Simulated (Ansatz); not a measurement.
Ansatz (an electronic-structure program) input (r2SCAN0/def2-TZVPD):

Ansatz 0.2 input:
```yaml
crystal:
  periodic: [false, false, false]
  atoms:
    - {symbol: O, position_ang: [1.42178023, -0.15785977, -0.27437465]}
    - {symbol: S, position_ang: [0.12557724, -0.00871813, 0.29948988]}
    - {symbol: F, position_ang: [-0.61887949, 1.23295668, -0.16291058]}
    - {symbol: F, position_ang: [-0.86817359, -1.07713799, -0.12562729]}
basis:
  gaussian:
    orbitals: def2-TZVPD
hamiltonian:
  xc: {name: r2SCAN0}
total_charge: 1
magnetization: {spin_polarized: true, initial_magnetization: 1}
output: {forces: true}
```

End of the output:

```
integrals: 0.08 GiB planned
893 factors; their error is unknown
mean field: 0.94 GiB planned
mean field evaluation 1: about -18291.6286 eV, gradient 6.1e1 eV
mean field evaluation 2: about -18260.9088 eV, gradient 1.1e2 eV
mean field evaluation 4: about -18302.1255 eV, gradient 9.8e0 eV
mean field evaluation 8: about -18302.4518 eV, gradient 1.7e-1 eV
mean field evaluation 16: about -18302.5049 eV, gradient 1.0e-3 eV
mean field -18302.50486108 eV, -672.6046477613 hartree, gradient 2.4e-5 eV, S^2 0.766020; 0 other end points of the search recorded, 0 dependent functions left out
the calculation of the forces begins
reference -18302.50487138 eV, -672.6046481397 hartree; 21, 20 occupied and 145, 146 virtual orbitals, 893 factors
Total energy: -18302.50487138 eV, -672.6046481397 hartree
Atom 0 at     1.421780    -0.157860    -0.274375 Å, force    -0.944448     0.108200     0.389093 eV/Å
Atom 1 at     0.125577    -0.008718     0.299490 Å, force    -0.200750     0.006646    -0.930514 eV/Å
Atom 2 at    -0.618879     1.232957    -0.162911 Å, force     0.486532    -0.854968     0.283582 eV/Å
Atom 3 at    -0.868174    -1.077138    -0.125627 Å, force     0.658666     0.740122     0.257839 eV/Å
Dipole moment:    -0.030572     0.007455     0.257512 e Å
```
